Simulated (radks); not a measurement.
The numbers below are computed, except where a source is named.
The nuclear charge of neutral molybdenum is varied continuously with 42 electrons held in [Kr] 4d5 5s1. Code: a radial shooting solver on a logarithmic mesh with Libxc functionals. Model: Dirac Kohn-Sham, PBE, spin-unpolarised, spherical densities, point nucleus; open shells fill j = l - 1/2 first. By the Hellmann-Feynman theorem dE/dZ = E(electron-nucleus)/Z, the electronic potential at the nucleus.

Z = 41.8: E (hartree) -4002.78158; E(electron-nucleus)/Z (hartree) -231.409; HOMO 4d5/2; e(HOMO) (eV) -2.016; <r> HOMO (bohr) 2.126
Z = 42: E (hartree) -4049.21711; E(electron-nucleus)/Z (hartree) -232.946; HOMO 4d5/2; e(HOMO) (eV) -3.609; <r> HOMO (bohr) 2.021
Z = 42.2: E (hartree) -4095.95968; E(electron-nucleus)/Z (hartree) -234.480; HOMO 5s1/2; e(HOMO) (eV) -5.346; <r> HOMO (bohr) 3.466
Z = 42.4: E (hartree) -4143.00884; E(electron-nucleus)/Z (hartree) -236.012; HOMO 5s1/2; e(HOMO) (eV) -6.722; <r> HOMO (bohr) 3.344
Z = 42.6: E (hartree) -4190.36425; E(electron-nucleus)/Z (hartree) -237.542; HOMO 5s1/2; e(HOMO) (eV) -8.188; <r> HOMO (bohr) 3.233
Z = 42.8: E (hartree) -4238.02567; E(electron-nucleus)/Z (hartree) -239.072; HOMO 5s1/2; e(HOMO) (eV) -9.739; <r> HOMO (bohr) 3.132
Z = 43: E (hartree) -4285.99291; E(electron-nucleus)/Z (hartree) -240.601; HOMO 5s1/2; e(HOMO) (eV) -11.370; <r> HOMO (bohr) 3.039

The central difference of E at Z = 42 is -232.945 hartree, to compare with the third column; the second derivative is -7.68 hartree.
